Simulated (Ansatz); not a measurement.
Consider the atomization: `C[NH][Sn]([Cl])([NH]C)[NH]C` → 3 C• + Cl• + 12 H• + 3 N• + Sn•.

Program: Ansatz. Geometries: PBE0-D4/def2-TZVP. ΔE: electronic, gas phase. CCSD(T)/CBS is the MP2 limit (def2-TZVPP, def2-QZVPP) plus CCSD(T) − MP2 in def2-TZVPP, frozen cores. This one scheme is used for every species, atoms too. For atomizations the MP2-based limit and the directly extrapolated one differ by several kJ/mol either way, and by 10 to 25 for some Ge, Se and Sn compounds, so smaller differences from it don't rank the levels. DFT in def2-TZVPP. Open shells (•) are unrestricted, without spin–orbit coupling. Spin–orbit coupling would lower the free atoms: a little for C, Cl; strongly for Sn. Elements past krypton have def2 core potentials. For Sn outer-core shells are correlated without core-valence functions, so the limit isn't a true one: a few kJ/mol of doubt a bond, and 10 to 20 or more in all where bonds break to atoms. One conformer a species, not always the lowest.

`C[NH][Sn]([Cl])([NH]C)[NH]C`:

Cartesian coordinates in Å:
```
C 0.740 0.026 -2.725
N 1.492 0.327 -1.518
Sn 0.574 0.212 0.270
Cl 2.338 -0.154 1.766
N -0.762 -1.221 0.709
C -0.360 -2.609 0.842
N -0.442 1.916 0.484
C -1.153 2.218 1.714
H -0.198 0.587 -2.726
H 0.491 -1.036 -2.862
H 1.302 0.352 -3.606
H 2.395 -0.128 -1.508
H -1.631 -1.116 0.205
H 0.561 -2.668 1.427
H -1.122 -3.171 1.391
H -0.183 -3.127 -0.111
H 0.054 2.716 0.118
H -1.927 2.970 1.528
H -0.511 2.587 2.524
H -1.656 1.319 2.077
```

Q: What is ΔE at CCSD(T)/CBS? (An estimate is asked.)

A: Ansatz gave: +7068.7 kJ/mol.

Q: What do these levels give: BLYP-D4, r2SCAN0, CAM-B3LYP, CCSD/def2-TZVPP, MP2/def2-QZVPP, HF/CBS(def2)? (Estimate.)

A: The calculation gave: BLYP-D4 7055.7, r2SCAN0 6892.6, CAM-B3LYP 7038.9, CCSD/def2-TZVPP 6732.9, MP2/def2-QZVPP 7053.1, HF/CBS(def2) 4897.4 kJ/mol.

Largest T1 diagnostic among the species: 0.012.

The D4 term adds +80.9 kJ/mol with B3LYP and +44.2 kJ/mol with PBE0; it sums over pairs of atoms, weighted by their polarisabilities, and B3LYP, whose exchange is more repulsive, gets the larger term. At CCSD(T), def2-SVP lies −482.3 kJ/mol from the extrapolated value and def2-TZVPP −219.7 kJ/mol: correlation converges slowly with the basis, and small sets miss more of it in the bonded molecule than in its fragments.

B3LYP here is the variant with VWN-RPA as its local correlation; programs differ in this.
